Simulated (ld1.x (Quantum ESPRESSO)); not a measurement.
# What one change does to a pseudopotential (Sb (Z = 51), TM)

antimony (Sb), norm-conserving Troullier–Martins (Kleinman–Bylander form), made with ld1.x (Quantum ESPRESSO) 7.5 (PW91, scalar-relativistic). Core [Kr], reference 4d10 5s1 5p4. Waves: 5s (bound): rc 1.60 bohr; 5p (bound): rc 2.35 bohr; 4d (bound): rc 1.05 bohr. Local part: all-electron potential smoothed inside 0.80 bohr (lloc = -2). Core correction: none.

Change: core [Kr] 4d10, valence charge 5; reference 5s2 5p1; waves now 5s (bound): rc 1.75 bohr; 5p (bound): rc 2.20 bohr; local potential the p channel; core correction Bessel-smoothed model core inside 0.90 bohr.

Cutoffs: the cutoffs (Ry, on a coarse ladder) from which the occupation-weighted sum of valence levels, in a spherical-Bessel basis at the reference potential, stays within 10 and 1 mRy of its value at 400 Ry; they do not see the model core or the augmentation charge, which bear on the density cutoff. Errors are all-electron minus pseudo energies relative to the spin-unpolarised reference configuration.

Problem. What does the change do?

Solution. The potential gets softer (110 Ry and 180 Ry → 25 Ry and 50 Ry); the bound ghost in p, s disappears. The shells moved into the core no longer need plane waves of their own. Several settings change at once here, so the effects cannot be laid on one of them.

```csv
quantity,base,changed
"cutoff, loose",110 Ry,25 Ry
"cutoff, tight",180 Ry,50 Ry
bound ghosts,"s, p",none
"largest error over its own tests, meV",+51,-32
```

 A true bound ghost makes a file unfit for plane-wave use even where its test errors are small: the radial tests pick states by their node count and pass the ghost by.
